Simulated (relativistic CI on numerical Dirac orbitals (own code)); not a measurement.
Hyperfine structure of I²⁵⁺, mass number 127

Computed by Dirac-Coulomb-Breit CI, separate exchange-only KLI orbitals for each configuration, a model potential for QED, unscaled Slater integrals (own radial code, finite nucleus).

Configuration list (outside the closed core [Ne]): 3s²3p⁶3d¹⁰, 3s²3p⁶3d⁹4s, 3s²3p⁶3d⁹4p, 3s²3p⁶3d⁹4d, 3s²3p⁶3d⁹4f, 3s²3p⁵3d¹⁰4s, 3s²3p⁶3d⁸4s², 3s²3p⁵3d¹⁰4p, 3s²3p⁶3d⁸4s4p, 3s²3p⁶3d⁹5s, 3s²3p⁶3d⁸4p², 3s²3p⁶3d⁹5p, 3s²3p⁶3d⁸4s4d, 3s²3p⁵3d¹⁰4d, 3s3p⁶3d¹⁰4s, 3s²3p⁶3d⁹5d. Levels of other configurations are missing.

Nuclear spin I = 5/2, μ = 2.8087 μN, Q = -0.688 b (tables of Stone and Pyykkö). The electronic factors are computed for point nuclear moments, without core polarisation or the Bohr-Weisskopf and QED corrections.

| Level | E (Ry) | A (GHz) | B (GHz) |
| --- | --- | --- | --- |
| 3s²3p⁶3d⁹4s ³D3 | 40.5659 | 72.94 | 14.8 |
| 3s²3p⁶3d⁹4s ¹D2 | 40.6451 | -48.33 | 11.3 |
| 3s²3p⁶3d⁹4s ³D1 | 41.4633 | -58.85 | 5.61 |
| 3s²3p⁶3d⁹4s ³D2 | 41.5234 | 115.2 | 11.8 |
| 3s²3p⁶3d⁹4p ³P°2 | 44.2937 | -5.627 | 8.51 |
| 3s²3p⁶3d⁹4p ³F°2 | 45.2084 | 48.97 | 9.62 |
| 3s²3p⁶3d⁹4p ³F°4 | 45.5357 | 13.92 | -5.82 |
| 3s²3p⁶3d⁹4p ¹D°2 | 45.6513 | 14.05 | 20.7 |

Levels with J = 0, under 50 % of one LS term, or S terms without an open s electron are left out. Small factors come from cancelling terms and can be off by tens of per cent or more.

At this charge energies of transitions that change n are usually good to better than 1 %, and those within a shell (Δn = 0) to a few per cent.

Question: Give the hyperfine levels of 3s²3p⁶3d⁹4s ³D3 relative to its centre of gravity.

Answer: With K = F(F + 1) − I(I + 1) − J(J + 1), E = AK/2 + B[¾K(K + 1) − I(I + 1)J(J + 1)]/[2I(2I − 1)J(2J − 1)]: F = 1/2: -720.6, F = 3/2: -615.1, F = 5/2: -438, F = 7/2: -186.8, F = 9/2: 141.4, F = 11/2: 550.8 GHz.

LS names give the leading component of a level, which can be under half, so a name can repeat, a term be missing and a line seem to break the LS rules.
